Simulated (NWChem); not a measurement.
System: SiIF, singlet; SMILES [Si](F)I

Low-valent species are run as closed-shell singlets; no triplet was tried in these runs. def2 effective core potentials on I; no spin-orbit coupling.

**Question.** Give the equilibrium geometry at PBE0/def2-SVP with def2 effective core potentials on I (NWChem) as a list of bonds and angles, with the point group.

**Answer.** point group Cs; any orientation.
Bonds (Å): Si1–F2 1.628, Si1–I3 2.491. Bond angles (°): F2–Si1–I3 101.1.
